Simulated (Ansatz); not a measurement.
Q: Name a neutral molecule of C, S and H with ideal-gas entropy at 298 K and 1 bar (rigid rotor, harmonic PBE0-D4/def2-TZVP) between 355 and 371 J/(mol·K) and HOMO–LUMO gap (PBE/def2-TZVPP) between 4.00 and 4.30 eV (Ansatz, PBE0-D4/def2-TZVP geometry).

A: `SCc1ccccc1` (366 J/(mol·K), 4.13 eV). Other molecules can fit too; these were computed, each in one conformer that needn't be the lowest.
